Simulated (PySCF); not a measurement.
Identify the unknown among the candidates.

All candidates are C4H7F3Si.

- Valence photoelectron: vertical ionisation energy: 10.38 eV [ΔSCF CAM-B3LYP/def2-SVPD]
- UV, first state: lowest singlet excitation: 6.86 eV (181 nm, f = 0.026) [TDDFT CAM-B3LYP/def2-SVPD]
- Triplet: lowest triplet excitation (Tamm–Dancoff): 6.30 eV [TDA CAM-B3LYP/def2-SVPD]
- UV, strongest line: among the 10 lowest singlet transitions: S7 at 8.34 eV (149 nm, f = 0.073) [TDDFT CAM-B3LYP/def2-SVPD]
- Polarisability: 73.8 au [CAM-B3LYP/def2-SVPD]
- 13C NMR: chemical shifts (computed TMS as zero) by class: 105.8 (1 C), 74.4 (1 C), 27.5 (1 C), 19.9 (1 C) ppm [GIAO HF/pcSseg-1]
- Dipole: 2.52 D [CAM-B3LYP/def2-SVPD]
- Rotational structure: rotational constants A, B, C: 2.885, 1.117, 1.009 GHz [PBE0-D3(BJ)/def2-SVP]
- NMR, other nuclei: isotropic shieldings of nuclei other than C and H, by class: 342 (1 F), 349 (1 F), 434 (1 F), 418 (1 Si) ppm [GIAO HF/pcSseg-1]

Electronic properties: PySCF, gas phase, density fitting. Levels stand in brackets. Isolated species at its PBE0-D3(BJ)/def2-SVP geometry (one conformer only). Each NMR value is the plain mean over a class of atoms that symmetry, rotation or inversion makes alike.

Question: Which candidate is it?
A. `FC(F)[C@@H]1C[C@H](F)[SiH2]1`
B. `FC(F)[C@@H]1C[C@@H](F)[SiH2]1`
C. `C[C@@H]1C[Si@@H]1C(F)(F)F`

Answer: B. It is `FC(F)[C@@H]1C[C@@H](F)[SiH2]1`. Numbering: `[F:1][CH:2]([F:3])[C@@H:4]1[CH2:5][C@@H:6]([F:7])[SiH2:8]1`. Its formula, C4H7F3Si, gives 1 degree of unsaturation: 1 ring and 0 π bonds in the structure found. 4 carbons fall into 4 classes; from least to most shielded: CHF2 carbon [C2] (105.8 ppm), sp3 C–F carbon [C6] (74.4 ppm), four-membered-ring carbon [C5] (27.5 ppm), ring sp3 carbon bound to silicon [C4] (19.9 ppm). The other shieldings belong to: 342 ppm, fluorine of a CF2 group [F1]; 349 ppm, fluorine of a CF2 group [F3]; 434 ppm, alkyl fluorine [F7]; 418 ppm, SiH2 silicon [Si8]. The first electron is taken from the HOMO, whose largest Löwdin shares are 0.30 on the sp3 C–F carbon, 0.20 on the alkyl fluorine, 0.20 on the SiH2 silicon and 0.10 on the four-membered-ring carbon. The optimised geometry has point group C1 and is an asymmetric top.

The others, at the same levels:
- `FC(F)[C@@H]1C[C@H](F)[SiH2]1` fails: its computed 13C shifts are 107.2 (1 C), 83.4 (1 C), 29.4 (1 C), 28.8 (1 C) ppm, lowest singlet excitation is 7.04 eV (176 nm, f = 0.026) (against 6.86 eV) and rotational constant A is 2.501 GHz (against 2.885 GHz).
- `C[C@@H]1C[Si@@H]1C(F)(F)F` fails: its computed 13C shifts are 117.4 (1 C), 15.2 (1 C), -0.3 (1 C), -2.4 (1 C) ppm, lowest singlet excitation is 6.53 eV (190 nm, f = 0.184) (against 6.86 eV) and vertical ionisation energy is 9.27 eV (against 10.38 eV).

Each candidate is one conformer, not necessarily the lowest. The conformers computed, where there is a choice (atom-mapped SMILES and torsion angles):
- `[F:1][CH:2]([F:3])[C@@H:4]1[CH2:5][C@@H:6]([F:7])[SiH2:8]1`: F1–C2–C4–C5 -58°
- `[F:1][CH:2]([F:3])[C@@H:4]1[CH2:5][C@H:6]([F:7])[SiH2:8]1`: F1–C2–C4–C5 -69°
- `[CH3:1][C@@H:2]1[CH2:3][Si@@H:4]1[C:5]([F:6])([F:7])[F:8]`: C3–Si4–C5–F6 -20°
